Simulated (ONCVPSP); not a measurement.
# Logarithmic derivatives: Be (Z = 4), ONCV

beryllium, optimised norm-conserving Vanderbilt (ONCV), made with ONCVPSP 4.0.1 (PBE, non-relativistic). Core [He], reference 2s1.5 (charge +0.5). Waves: 2s: rc 1.85 bohr, ncon 4, nbas 8, qcut 4.5 1/bohr, 2 projectors, debl 3.4 Ha; p scattering state at 0.28 Ha: rc 1.90 bohr, ncon 5, nbas 7, qcut 4.8 1/bohr, 1 projector; d scattering state at 0.32 Ha: rc 1.45 bohr, ncon 4, nbas 8, qcut 7.3 1/bohr, 2 projectors, debl 0.4 Ha. Local part: polynomial inside 0.95 bohr (lpopt 3, dvloc0 4 Ha). Core correction: Teter function fitted to the true core (icmod 2), fcfact 0.7.

In the p channel the program set the typed energies aside and used 0.050 Ha.

The phase is arctan(r·R′/R) of the radial function R(r), unwrapped; energies in Ha, scanned from -2 to 5 Ha. A pole is an energy at which the radial function vanishes at the test radius. The pseudo phase is shifted by a multiple of π to meet the all-electron one at the reference energy, and phase errors are pseudo minus all-electron; the curves can meet again beyond the range given. Levels narrower than the energy grid can be missing from the lists of poles.

```csv
channel,radius (bohr),reference energy (Ha),"poles, all-electron","poles, pseudo",unbroken range about the reference energy with phases within 0.05 rad,phase error 1 Ha above the reference energy (rad)
s,1.88,-0.35,1.31,1.30,the whole range,-0.001
p,1.92,0.05,0.88,0.89,below 1.9,+0.004
d,1.47,0.32,none,none,the whole range,+0.000
```

Phases in the p channel:

| E (Ha) | all-electron | pseudo |
| --- | --- | --- |
| -1.98 | 1.164 | 1.165 |
| -1.62 | 1.086 | 1.087 |
| -1.26 | 0.953 | 0.955 |
| -0.90 | 0.688 | 0.690 |
| -0.54 | 0.073 | 0.075 |
| -0.18 | -0.778 | -0.778 |
| 0.18 | -1.228 | -1.228 |
| 0.54 | -1.441 | -1.440 |
| 0.90 | -1.576 | -1.573 |
| 1.26 | -1.691 | -1.684 |
| 1.62 | -1.828 | -1.809 |
| 1.98 | -2.064 | -2.004 |
| 2.34 | -2.679 | -2.445 |
| 2.70 | -3.761 | -3.429 |
| 3.06 | -4.241 | -4.094 |
| 3.42 | -4.426 | -4.346 |
| 3.78 | -4.522 | -4.467 |
| 4.14 | -4.584 | -4.540 |
| 4.50 | -4.629 | -4.590 |
| 4.86 | -4.664 | -4.627 |
